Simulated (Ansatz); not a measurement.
Species: C₉H₇BFN, SMILES `Bc1c(F)ccc2ncccc12` (charge 0, multiplicity 1).

Problem. Give a relaxed geometry from B3LYP-D3(BJ)/def2-SVP in Ansatz (an electronic-structure program).

Solution. Several could match; the one computed here: the end point of this relaxation, one of several conformers (outside a Z-matrix the atoms follow the SMILES, hydrogens last).
Bond lengths (Å): B1–C2 1.538, B1–H13 1.204, B1–H14 1.201, C2–C3 1.395, C2–C12 1.449, C3–F4 1.335, C3–C5 1.411, C5–C6 1.375, C5–H15 1.091, C6–C7 1.424, C6–H16 1.091, C7–N8 1.360, C7–C12 1.433, N8–C9 1.314, C9–C10 1.417, C9–H17 1.097, C10–C11 1.378, C10–H18 1.092, C11–C12 1.420, C11–H19 1.090. Angles (°): C2–B1–H13 121.3, C2–B1–H14 120.4, H13–B1–H14 118.3, B1–C2–C3 119.8, B1–C2–C12 124.1, C3–C2–C12 116.1, C2–C3–F4 120.1, C2–C3–C5 124.2, F4–C3–C5 115.7, C3–C5–C6 119.0, C3–C5–H15 118.8, C6–C5–H15 122.2, C5–C6–C7 121.0, C5–C6–H16 121.7, C7–C6–H16 117.3, C6–C7–N8 117.5, C6–C7–C12 119.0, N8–C7–C12 123.4, C7–N8–C9 118.3, N8–C9–C10 123.3, N8–C9–H17 116.9, C10–C9–H17 119.8, C9–C10–C11 119.1, C9–C10–H18 119.9, C11–C10–H18 121.0, C10–C11–C12 119.7, C10–C11–H19 120.7, C12–C11–H19 119.6, C2–C12–C7 120.6, C2–C12–C11 123.3, C7–C12–C11 116.1.
